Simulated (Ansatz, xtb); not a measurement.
C4H2BrNO: 4 structures ranked

4 gas-phase structures of C4H2BrNO, from a drawn sample of its isomers (lower ones may exist). Each was relaxed with GFN2-xTB; where two conformers were screened, the lower at r2SCAN-D4/def2-SVP//GFN2-xTB is listed:

A. `N#C/C=C(\Br)C=O`, a singlet
B. `N#CC(=C=O)CBr`, a singlet
C. `N#CCC(Br)=C=O`, a singlet
D. `N#CC1=C(Br)OC1`, a singlet

Question: Make a reasoned guess at their ranking by r2SCAN-D4/def2-SVP//GFN2-xTB single-point energy.

Answer: Calculated order at r2SCAN-D4/def2-SVP//GFN2-xTB: B (0.0), A (2.9), C (35.5), D (85.8) kJ/mol. Less than 1 kcal/mol parts B and A, so the order within that pair means little.

Energies above the lowest of each column, in kJ/mol; the last columns are at r2SCAN-D4/def2-SVP geometries and were run for some of them only (a dash: not run or not comparable):

```
structure  GFN2-xTB  HF/STO-3G  r2SCAN-D4/def2-SVP//GFN2-xTB  r2SCAN-D4/def2-SVP  CCSD(T)/def2-SVP + ΔMP2/def2-TZVPP
        B       0.0       17.6                           0.0                 0.0                                 1.6
        A      45.1       21.0                           2.9                 6.0                                 0.0
        C      23.3       39.5                          35.5                34.0                                27.8
        D      45.6        0.0                          85.8                   –                                   –
```

CCSD(T)/def2-SVP + ΔMP2/def2-TZVPP puts A lowest of those it was run on, with B within 1 kcal/mol; HF/STO-3G picks D. CCSD(T)/def2-SVP + ΔMP2/def2-TZVPP orders those it was run on as A (0.0), B (1.6), C (27.8) kJ/mol. Less than 1 kcal/mol parts A and B, so the order within that pair means little. Flexible structures stand in one conformer each, not always the lowest. Frequencies (GFN2-xTB) were run for A, B, C alone. ΔMP2 is the change of the MP2 energy from the smaller to the larger basis.

Over these structures GFN2-xTB departs from r2SCAN-D4/def2-SVP//GFN2-xTB by 23.7 kJ/mol on average once a common shift is removed. A GFN2-xTB relaxation took about 0.091 s and the r2SCAN-D4/def2-SVP//GFN2-xTB energy about 2.1 s on a shared host (Ansatz 0.2.0, xtb 6.7.1).
